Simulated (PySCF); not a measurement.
Dipole moment and polarisability of `C=C1CCC[C@@H](C[SiH3])C1`

Species: C8H16Si.
Geometry (PBE0-D3(BJ)/def2-SVP, Å), atoms numbered from 1 in this order:
```
atom  x, y, z in Å
C1    -2.0616    1.5181    1.6519
C2    -1.6507    0.7822    0.6143
C3    -2.5001   -0.2840   -0.0183
C4    -1.7588   -1.6216   -0.0468
C5    -0.3941   -1.4831   -0.7088
C6     0.4698   -0.4159   -0.0349
C7     1.8372   -0.2906   -0.7081
Si8    3.0552    0.9111    0.0962
C9    -0.2823    0.9221    0.0073
H10   -3.0590    1.3900    2.0824
H11   -1.4161    2.2776    2.1024
H12   -3.4629   -0.3758    0.5074
H13   -2.7268    0.0152   -1.0593
H14   -1.6265   -1.9788    0.9895
H15   -2.3641   -2.3822   -0.5656
H16    0.1374   -2.4493   -0.7005
H17   -0.5252   -1.2108   -1.7733
H18    0.6278   -0.7311    1.0143
H19    2.3291   -1.2788   -0.7335
H20    1.7109    0.0096   -1.7647
H21    3.0525    0.7371    1.5834
H22    4.4368    0.6440   -0.4121
H23    2.7249    2.3385   -0.2052
H24    0.2979    1.6805    0.5573
H25   -0.3839    1.2910   -1.0320
```

Level: wB97X-D/def2-SVPD (PySCF), static field, nuclei fixed, core orbitals frozen in the response. The polarisability tensor in these axes (au):

```
x   135.85   3.19  -8.14
y     3.19 117.58  13.37
z    -8.14  13.37 111.88
```

Question: Give the principal values, the mean and the anisotropy Δα = √{½[(α1 − α2)² + (α2 − α3)² + (α1 − α3)²]}.

Answer: Principal values 99.16, 127.75 and 138.41 au; mean 121.77 au = 18.04 Å³ = 20.08 × 10⁻⁴⁰ C²·m²/J; Δα = 35.16 au (29 % of the mean).

Question: What is the dipole moment, and where does it point?

Answer: (-0.47, -0.95, -0.68) D, 1.26 D in size, pointing from the negative to the positive side. Measured along this direction, the outermost atoms are H23 at the negative end and H15 at the positive end.

Question: In a dilute gas of rigid molecules at 298 K, how does the orientational term μ²/3kT compare with the electronic polarisability?

Answer: In Gaussian units μ²/3kT = 12.86 Å³ against 18.04 Å³, a ratio of 0.71; the Debye molar polarisation (4π/3)N_A(α + μ²/3kT) is 78.0 cm³/mol, leaving out the vibrational part.

Question: Find the Langevin capture rate constant for H3+ (3.023 u) meeting this molecule (140.102 u), k = 2.342 × 10⁻⁹ cm³/s × √(α in Å³ / reduced mass in u).

Answer: The reduced mass is 2.96 u, so k = 5.78 × 10⁻⁹ cm³/s. The formula leaves out the permanent dipole, which adds to the capture rate.

Question: Rayleigh depolarisation ratio (linearly polarised light, static tensor)?

Answer: ρ = 3Δα²/(45ᾱ² + 4Δα²) = 3707.9/(667264 + 4943.8) = 0.00552.

The structure is a single PBE0-D3(BJ)/def2-SVP conformer in the gas phase; no vibrational or solvent corrections.

The run behind these numbers computed excited states and ΔSCF ions as well. The run took 4.6 min (with the writing of density and orbital grids) on one thread, Arm Neoverse V2 (aarch64) (shared host), and the process peaked at 1.6 GiB of memory.
